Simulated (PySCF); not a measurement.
# GeAs: input and log

State: ²Π (doublet), unpaired electrons π ↑.

An equivalent input (the run itself took its basis sets from the Basis Set Exchange, started from a PBE0 density and held the occupation σ 9α 9β, πx 5α 5β, πy 5α 4β, δx 2α 2β, δy 2α 2β):

```python
from pyscf import gto, dft
mol = gto.M(atom='Ge 0 0 0; As 0 0 2.256', basis={'Ge': 'cc-pVDZ-PP', 'As': 'cc-pVDZ-PP'}, ecp={'Ge': 'cc-pVDZ-PP', 'As': 'cc-pVDZ-PP'},
            charge=0, spin=1, verbose=4, symmetry='C2v')
mf = dft.UKS(mol, xc='PBE0')
mf.grids.atom_grid = (80, 434)
mf.grids.prune = dft.gen_grid.treutler_prune
mf.irrep_nelec = {'A1': (11, 11), 'A2': (2, 2), 'B1': (5, 5), 'B2': (5, 4)}
mf.conv_tol = 1e-9
mf.max_cycle = 60
mf.diis_space = 10
mf.kernel()
```

The log (some set-up lines and the per-cycle HOMO/LUMO lines removed):

```
******** <class 'pyscf.dft.uks_symm.SymAdaptedUKS'> ********
method = SymAdaptedUKS
damping factor = 0
level_shift factor = 0
DIIS = <class 'pyscf.scf.diis.CDIIS'>
diis_start_cycle = 1
diis_space = 10
diis_damp = 0
SCF conv_tol = 1e-09
SCF conv_tol_grad = None
SCF max_cycles = 60
number electrons alpha = 23  beta = 22
Set gradient conv threshold to 3.16228e-05
init E= -626.980107239084
cycle= 1 E= -626.956603421892  delta_E= 0.0235  |g|= 0.0205  |ddm|= 0.113
cycle= 2 E= -626.95618284594  delta_E= 0.000421  |g|= 0.0302  |ddm|= 0.121
cycle= 3 E= -626.956944855388  delta_E= -0.000762  |g|= 0.0102  |ddm|= 0.0884
cycle= 4 E= -626.957043365258  delta_E= -9.85e-05  |g|= 0.00106  |ddm|= 0.0257
cycle= 5 E= -626.957047769788  delta_E= -4.4e-06  |g|= 0.000614  |ddm|= 0.00523
cycle= 6 E= -626.957053306044  delta_E= -5.54e-06  |g|= 0.000388  |ddm|= 0.00953
cycle= 7 E= -626.957056715341  delta_E= -3.41e-06  |g|= 9.32e-05  |ddm|= 0.0136
cycle= 8 E= -626.957056798595  delta_E= -8.33e-08  |g|= 3.22e-05  |ddm|= 0.00181
cycle= 9 E= -626.957056804955  delta_E= -6.36e-09  |g|= 1.64e-05  |ddm|= 0.000413
cycle= 10 E= -626.957056805426  delta_E= -4.72e-10  |g|= 1.09e-06  |ddm|= 8.72e-05
Extra cycle  E= -626.957056805426  delta_E= 4.55e-13  |g|= 1.89e-06  |ddm|= 7.86e-06
converged SCF energy = -626.957056805426  <S^2> = 0.75842777  2S+1 = 2.0084101
```

Repeating this along the bond gives Re = 2.252 Å and ωe = 356 cm⁻¹.

A point of this curve took 0.95 CPU seconds beside 0.37 for the integrals, on Arm Neoverse V2 (shared host).

Spin–orbit coupling is left out. The state is the lowest determinant that a PBE0 search found; another state may lie lower at other levels.
